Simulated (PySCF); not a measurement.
First SCF of a structure search on singlet HMo(OH), at a hand-made linear (heavy-atom frame) geometry. PySCF input:

```python
from pyscf import gto, scf, dft
mol = gto.M(atom='''
Mo     0.000000     0.000000     0.000000
H      0.000000     0.000000     1.700000
O      0.000000     0.000000    -2.010000
H      0.735400     0.000000    -2.627100''',
    basis={'Mo': 'def2-TZVP', 'H': 'def2-TZVP', 'O': 'def2-TZVP'},
    ecp={'Mo': 'def2-TZVP'},
    charge=0, spin=0)
mf = dft.RKS(mol, xc='PBE0')
mf.grids.atom_grid = (50, 194)
aux = {'Mo': 'def2-universal-JKFIT', 'H': 'def2-universal-JKFIT', 'O': 'def2-universal-JKFIT'}
mf = mf.density_fit(auxbasis=aux)
mf.conv_tol = 1e-08
mf.diis_space = 10
mf.max_cycle = 60
mf.init_guess = 'minao'
mf.verbose = 4
mf.kernel()
```

Excerpt of the output (cycles and frontier levels):

```
init E= -137.916603536889
cycle= 1 E= -144.152678323506  delta_E= -6.24  |g|= 0.998  |ddm|= 3.69
  HOMO = -0.0561995968291207  LUMO = -0.0268226639735225  gap/eV = 0.79939
cycle= 2 E= -143.069823787989  delta_E= 1.08  |g|= 2.33  |ddm|= 2.71
  HOMO = -0.112928508936413  LUMO = -0.0989049172912331  gap/eV = 0.38160
cycle= 3 E= -144.32174425584  delta_E= -1.25  |g|= 0.49  |ddm|=  2.1
  HOMO = -0.207862327797613  LUMO = -0.153468862915695  gap/eV = 1.48012
cycle= 4 E= -144.372430465963  delta_E= -0.0507  |g|= 0.22  |ddm|= 0.629
  HOMO = -0.19302088390657  LUMO = -0.116578895941852  gap/eV = 2.08009
cycle= 5 E= -144.38690752009  delta_E= -0.0145  |g|= 0.0587  |ddm|= 0.295
  HOMO = -0.196951255741645  LUMO = -0.116473490593394  gap/eV = 2.18991
cycle= 6 E= -144.388464519736  delta_E= -0.00156  |g|= 0.0332  |ddm|= 0.102
  HOMO = -0.201613436765786  LUMO = -0.118363635272597  gap/eV = 2.26534
cycle= 7 E= -144.389378695117  delta_E= -0.000914  |g|= 0.0211  |ddm|=  0.1
... 19 lines left out ...
cycle= 17 E= -144.390825480742  delta_E= -1.54e-07  |g|= 0.000187  |ddm|= 0.00344
  HOMO = -0.215447385772478  LUMO = -0.128362156258821  gap/eV = 2.36971
cycle= 18 E= -144.390825491298  delta_E= -1.06e-08  |g|= 0.000116  |ddm|= 0.00104
  HOMO = -0.215455304082031  LUMO = -0.128378938062226  gap/eV = 2.36947
cycle= 19 E= -144.390825493975  delta_E= -2.68e-09  |g|= 0.000117  |ddm|= 0.000614
  HOMO = -0.215415867489554  LUMO = -0.128365210624768  gap/eV = 2.36877
cycle= 20 E= -144.390825500428  delta_E= -6.45e-09  |g|= 2.4e-05  |ddm|= 0.00038
  HOMO = -0.215403514780501  LUMO = -0.128357543454858  gap/eV = 2.36864
Extra cycle  E= -144.390825500411  delta_E= 1.77e-11  |g|= 3.29e-05  |ddm|= 7.27e-05
converged SCF energy = -144.390825500411
```

No lower solution of this spin was found from smeared starts or by a stability analysis within the restricted form, which does not test spin polarisation.

At the minimum of this search the closed-shell solution is unstable towards spin polarisation, so a lower open-shell solution exists.

The search for the lowest solution, 3 starts and the stability check together, took 11 s on 2 threads of a shared Arm Neoverse V1 host, with 83 basis functions; the process peaked at 0.41 GiB. Launch command: `OMP_NUM_THREADS=2 python axn.py task.json out`.
